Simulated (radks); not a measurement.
The numbers below are computed, except where a source is named.
Re V, 71 electrons, occupied as [Xe] 4f14 5d3 (the NIST ground configuration).

Level of theory: non-relativistic Kohn-Sham, LDA (Slater exchange, Perdew-Wang correlation), spin-unpolarised, spherical densities, point nucleus; relativity is left out, which matters for an element this heavy (a radial shooting solver on a logarithmic mesh with Libxc functionals).

Energy parts (eV):
total: -429309.55
kinetic: 429158.36
electron-nucleus: -1019427.59
Hartree: 169236.95
exchange-correlation: -8277.28

Orbitals (lengths in bohr, moments of r in powers of bohr):
| orbital | occ. | eigenvalue (eV) | <r^2> | <r^4> | <r> |
|---|---|---|---|---|---|
| 1s | 2 | -65560.65 | 0.0005456 | 7.502e-07 | 0.02021 |
| 2s | 2 | -10850.05 | 0.008529 | 0.0001220 | 0.08531 |
| 2p | 6 | -10411.83 | 0.006300 | 0.00007665 | 0.07213 |
| 3s | 2 | -2524.838 | 0.05337 | 0.004240 | 0.2165 |
| 3p | 6 | -2320.364 | 0.04929 | 0.003774 | 0.2065 |
| 3d | 10 | -1937.869 | 0.03824 | 0.002554 | 0.1809 |
| 4s | 2 | -546.6329 | 0.2615 | 0.09889 | 0.4816 |
| 4p | 6 | -460.6753 | 0.2705 | 0.1087 | 0.4879 |
| 4d | 10 | -303.4244 | 0.2921 | 0.1367 | 0.5025 |
| 4f | 14 | -96.7623 | 0.3886 | 0.3283 | 0.5619 |
| 5s | 2 | -113.2718 | 1.413 | 2.895 | 1.123 |
| 5p | 6 | -87.3031 | 1.690 | 4.255 | 1.225 |
| 5d | 3 | -47.2501 | 2.837 | 12.85 | 1.575 |
| 6s | 0 | -36.6161 | 7.158 | 71.45 | 2.538 |
| 6p | 0 | -29.6868 | 9.070 | 115.5 | 2.854 |

The highest occupied level is 5d at -47.250 eV. For comparison, the ionisation energy in NIST's Atomic Spectra Database is 52 eV (theoretical). In exact Kohn-Sham theory the highest level is minus the ionisation energy, but local and semilocal functionals leave it too shallow, through self-interaction and a potential that decays too fast; potentials with the right tail come closer. The electron density at the nucleus is 3.017e+05 e/bohr^3. Summed over all electrons, <r^2> = 32.83 bohr^2, which gives a Langevin (diamagnetic) susceptibility term of -26 x 10^-6 cm^3/mol. The density falls to 0.001 e/bohr^3 at r = 3.16 bohr.

Beside tabulated values, note that spin-unpolarised runs miss the spin-polarisation part of the exchange energy of open shells.
